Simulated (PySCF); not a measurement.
Radial density of P (phosphorus, neutral)

UHF, [Ne] 3s2 3p3, high-spin 4S determinant. All numbers are calculated (PySCF 2.14, no relativity, point nucleus, in cc-pV(D+d)Z).

```
r (bohr)  4πr²ρ (e/bohr)  4πr²(ρα − ρβ)
 0.00147         0.05678         0.0000
 0.00247          0.1563         0.0000
 0.00416          0.4195         0.0000
 0.00700           1.091         0.0000
  0.0118           2.675         0.0001
  0.0198           5.959         0.0004
  0.0333           11.28         0.0018
  0.0560           16.37         0.0087
  0.0942           15.83         0.0388
   0.159           11.08         0.1293
   0.267           13.67         0.2403
   0.448           15.03         0.1301
   0.754           5.405         0.0489
    1.27           2.300         0.9378
    2.13           2.288         1.3793
    3.59          0.5155         0.3925
    6.04         0.01011         0.0093
```
